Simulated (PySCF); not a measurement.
Mean polarisability (bohr³) of eight silicon and germanium compounds: PBE beside r2SCAN, computed with PySCF for isolated molecules in the bases named; differences from unrounded values. The eight are the first of their class met in an unordered collection, after screening for sound electronic states; none was chosen by its value. Each molecule has one DFT geometry for both levels.

```
molecule                                   basis  r2SCAN   PBE  difference
-------------------------------------  ---------  ------  ----  ----------
C2H9NOSi, SMILES CC[Si@@H](N)O         def2-TZVP    61.1  63.1         2.0
F2H5NSi2, SMILES F[SiH2]N[SiH2]F       def2-TZVP    56.0  58.3         2.3
FH5OSi3, SMILES F[SiH]1[SiH2]O[SiH2]1  def2-TZVP    83.1  85.7         2.6
C₄H₆Si, SMILES C1=C[SiH2]C=C1          def2-TZVP    69.4  70.7         1.2
C4H7NSi, SMILES C#CC(=C)[SiH2]N        def2-TZVP    82.3  84.2         1.9
SiHBr3, SMILES Br[SiH](Br)Br           def2-TZVP    82.6  85.3         2.7
GeF3Br, SMILES [F][Ge]([F])([F])[Br]   def2-TZVP    43.9  45.6         1.7
C3H6O2Si, SMILES O[SiH2][C@@H]1C=CO1   def2-TZVP    64.7  66.5         1.8
```

PBE lies below r2SCAN in 0 and above it in 8 of the eight; the mean signed difference is 2.0 and the largest 2.7 bohr³.
